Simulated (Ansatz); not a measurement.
A nudged elastic band was laid between two geometries of Cl2H2OSSi2 (8 atoms, charge 0, multiplicity 1).

All numbers below come from Ansatz 0.2.0, RHF/def2-SVP.

```json
{
  "movable images": "9",
  "climbing image": "yes",
  "spring": "5.0 eV/Å²",
  "optimiser": "quadratic models (default)",
  "start path": "through a guess of the saddle point",
  "force threshold": "0.05 eV/Å",
  "iteration limit": "60",
  "end points": "relaxed"
}
```

First end point:

```xyz
8
Properties=species:S:1:pos:R:3
Cl 0.378 -2.261 1.785
Si 0.775 -0.556 0.741
Cl 2.781 -0.204 0.838
O 0.229 -0.633 -0.812
Si -0.874 0.630 -0.873
S -0.470 1.115 1.211
H -2.246 0.172 -1.126
H -0.480 1.680 -1.819
```

Last end point:

```xyz
8
Properties=species:S:1:pos:R:3
Cl 0.317 -2.311 0.825
Si 0.225 -0.273 0.595
Cl 2.091 0.515 0.900
O -0.274 0.016 -0.916
Si -0.258 0.463 -2.523
S -1.048 0.626 2.033
H -2.158 0.000 1.626
H 1.197 0.908 -2.596
```

**Question.** Which bonds break or form, and what moves?

**Answer.** Bonds broken: Si5–S6, Si5–H7. Bonds formed: S6–H7.

**Question.** What energy profile does the band end with?

**Answer.** The run converged. The highest image is number 3 of 0 to 10, 3.42 eV above the first end and 1.77 eV above the last; the last end lies 1.65 eV above the first. Neighbouring images differ by up to 1.6 eV, so the band resolves the path poorly. A vibrational analysis at the climbing image gives one clearly imaginary mode, 1471i cm⁻¹: a first-order saddle point. The orbitals stay closed-shell, which can raise the energy where a bond breaks towards radicals; this wasn't checked here.

```
image  path coordinate (Å)  energy (eV)  Si5–S6 (Å)  Si5–H7 (Å)  S6–H7 (Å)
    0                 0.00         0.00        2.18        1.47       3.08
    1                 0.53         0.29        2.19        1.45       2.73
    2                 1.07         1.78        2.36        1.44       2.22
    3                 1.60         3.42        2.64        1.60       1.73
    4                 2.24         2.28        3.12        2.31       1.36
    5                 2.87         1.87        3.72        3.10       1.34
    6                 3.51         1.70        4.15        3.85       1.34
    7                 4.14         1.68        4.33        4.39       1.34
    8                 4.78         1.66        4.40        4.48       1.34
    9                 5.41         1.65        4.51        4.53       1.34
   10                 6.05         1.65        4.63        4.59       1.34
```

**Question.** What is the geometry of the highest image?

**Answer.** 
```xyz
8
Properties=species:S:1:pos:R:3
Cl 0.325 -2.312 1.602
Si 0.638 -0.513 0.686
Cl 2.563 0.060 1.055
O 0.347 -0.633 -0.926
Si -0.895 0.378 -1.413
S -0.784 0.995 1.151
H -1.829 0.432 -0.111
H -0.273 1.535 -2.100
```

The band took 25 iterations and of the order of 8 core-minutes.

Time of the run: 4.1 min on 2 threads of Intel(R) Xeon(R) 6975P-C (Granite Rapids), on a shared host, peak memory 0.37 GiB.
